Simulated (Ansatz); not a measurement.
Two members of one family (Nb2X10), computed with Ansatz in the gas phase; def2 core potentials for Nb, no spin–orbit coupling. The two geometries come from different levels. Binding counts from free atoms in the multiplicity of their measured ground term, without zero-point energy. The structures are stationary points that may keep the symmetry of their start.

First: Nb2(F)10 (singlet, charge 0, PBE-D4/def2-SVP geometry).

| atom | x (Å) | y (Å) | z (Å) |
| --- | --- | --- | --- |
| Nb1 | -1.440 | 0.789 | -0.521 |
| F2 | -1.747 | 0.924 | 1.319 |
| F3 | -1.697 | 2.585 | -0.843 |
| F4 | -0.734 | 0.435 | -2.217 |
| F5 | -3.081 | 0.033 | -0.887 |
| F6 | 0.579 | 1.068 | 0.018 |
| Nb7 | 1.440 | -0.789 | 0.521 |
| F8 | 1.747 | -0.924 | -1.319 |
| F9 | 1.697 | -2.585 | 0.843 |
| F10 | 0.734 | -0.435 | 2.217 |
| F11 | 3.081 | -0.033 | 0.887 |
| F12 | -0.579 | -1.068 | -0.018 |

```tsv
level	HOMO (eV)	LUMO (eV)	gap (eV)	binding per atom (eV)
PBE-D4/def2-SVP	-10.28	-5.01	5.27	5.44
PBE-D4/def2-TZVP	-10.38	-5.04	5.33	5.22
r2SCAN-D4/def2-TZVP	-10.96	-5.11	5.84	5.05
PBE0-D4/def2-SVP	-12.56	-4.55	8.01	5.00
PBE0-D4/def2-TZVP	-12.54	-4.45	8.08	4.85
```

Second: Nb2(NH2)10 (singlet, charge 0, r2SCAN-D4/def2-SVP geometry).

| atom | x (Å) | y (Å) | z (Å) |
| --- | --- | --- | --- |
| Nb1 | -1.5039 | -0.9006 | -0.3571 |
| N2 | -0.7712 | -2.1615 | 1.0483 |
| N3 | -1.5039 | 0.2673 | -2.0114 |
| N4 | -2.3899 | -2.4076 | -1.3389 |
| N5 | -3.2052 | -0.3007 | 0.5239 |
| N6 | -0.6778 | 0.8746 | 0.8563 |
| Nb7 | 1.5050 | 0.9054 | 0.3592 |
| N8 | 2.3918 | 2.4117 | 1.3418 |
| N9 | 3.2072 | 0.3036 | -0.5197 |
| N10 | 0.7713 | 2.1605 | -1.0493 |
| N11 | 1.5031 | -0.2665 | 2.0105 |
| N12 | 0.6788 | -0.8698 | -0.8543 |
| H13 | 0.1826 | -2.4657 | 1.2279 |
| H14 | -1.3662 | -2.4605 | 1.8222 |
| H15 | -0.7352 | 0.5694 | -2.6047 |
| H16 | -2.3432 | 0.7898 | -2.2634 |
| H17 | -2.8200 | -2.3363 | -2.2600 |
| H18 | -2.5102 | -3.3529 | -0.9796 |
| H19 | -4.1057 | -0.7550 | 0.3782 |
| H20 | -3.3195 | 0.4787 | 1.1687 |
| H21 | -1.1176 | 1.7640 | 0.6105 |
| H22 | -0.8187 | 0.7660 | 1.8638 |
| H23 | 2.8202 | 2.3407 | 2.2625 |
| H24 | 2.5121 | 3.3571 | 0.9825 |
| H25 | 3.3191 | -0.4783 | -1.1620 |
| H26 | 4.1086 | 0.7551 | -0.3751 |
| H27 | -0.1851 | 2.4536 | -1.2359 |
| H28 | 1.3647 | 2.4520 | -1.8267 |
| H29 | 0.7310 | -0.5800 | 2.5929 |
| H30 | 2.3409 | -0.7919 | 2.2592 |
| H31 | 1.1179 | -1.7607 | -0.6090 |
| H32 | 0.8189 | -0.7616 | -1.8613 |

Task: Estimate how these quantities change from the first to the second (second minus first).

Result: 
```
              level  Δ HOMO (eV)  Δ LUMO (eV)  Δ gap (eV)  Δ binding per atom (eV)
    PBE-D4/def2-SVP         5.86         3.71       -2.15                    -1.58
   PBE-D4/def2-TZVP         5.72         3.46       -2.26                    -1.38
r2SCAN-D4/def2-TZVP         6.06         3.64       -2.41                    -1.35
   PBE0-D4/def2-SVP         6.88         4.03       -2.85                    -1.29
  PBE0-D4/def2-TZVP         6.65         3.66       -2.99                    -1.16
```
